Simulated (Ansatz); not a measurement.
Mulliken charges of CBrClFI, SMILES `FC(Cl)(Br)I` from r2SCAN/def2-TZVPP in Ansatz (PBE0-D4/def2-TZVP geometry).

```tsv
atom	x (Å)	y (Å)	z (Å)	charge (e)
F1	1.270	-0.586	-0.393	-0.109
C2	0.084	-0.110	-0.010	0.183
Cl3	-0.401	-0.928	1.462	-0.038
Br4	-1.191	-0.457	-1.426	-0.035
I5	0.288	2.008	0.326	-0.001
```

Problem. By hand: the dipole of these point charges (1 e Å = 4.8032 D).

Solution. Σ q r = (-0.066, 0.093, 0.035) e Å, of length 0.119 e Å = 0.57 D.

Problem. How does the dipole of the full density compare? (An estimate is asked.)

Solution. Ansatz gave: (-0.047, 0.077, 0.037) e Å, 0.47 D; the point charges give 1.21 times that, at 6° from its direction.

Point charges leave out the atoms' own dipoles, such as those of lone pairs, and Mulliken's split depends on the basis, so the two needn't agree.
